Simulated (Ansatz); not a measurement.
Consider the formal exchange of groups at a Ge–N bond: `C[NH][GeH]([F])[F]` + `C=C(F)F` → `[F][GeH]([F])[F]` + `C=C(F)NC`.

Isolated molecules relaxed with PBE0-D4/def2-TZVP in Ansatz; ΔE leaves out vibrations. CBS: MP2 limit from def2 TZ/QZ plus the TZ coupled-cluster correction, frozen cores. Functionals use def2-TZVPP. For Ge outer-core shells are correlated without core-valence functions, which leaves a few kJ/mol of doubt a bond. Scalar relativity is left out up to krypton. One conformer a species, not always the lowest.

```csv
level,ΔE (kJ/mol),difference from CCSD(T)/CBS
LDA (SPW92),-76.3,0.1
PBE0-D4,-77.6,-1.2
CAM-B3LYP-D4,-78.7,-2.3
PBE,-77.8,-1.4
BLYP,-79.9,-3.5
BHLYP,-81.3,-4.9
MP2/def2-SVP,-82.6,-6.2
HF/def2-TZVPP,-80.6,-4.2
CCSD(T)/def2-TZVPP,-77.7,-1.3
SCS-MP2/def2-QZVPP,-83.1,-6.7
CCSD(T)/CBS,-76.4,0
```

Largest T1 diagnostic among the species: 0.012.

Leaving LDA and LC-ωPBE aside and taking each functional with its dispersion term where it has one, the values, not all of them listed here, spread over 7.6 kJ/mol, from B97M-V to ωB97M-V.
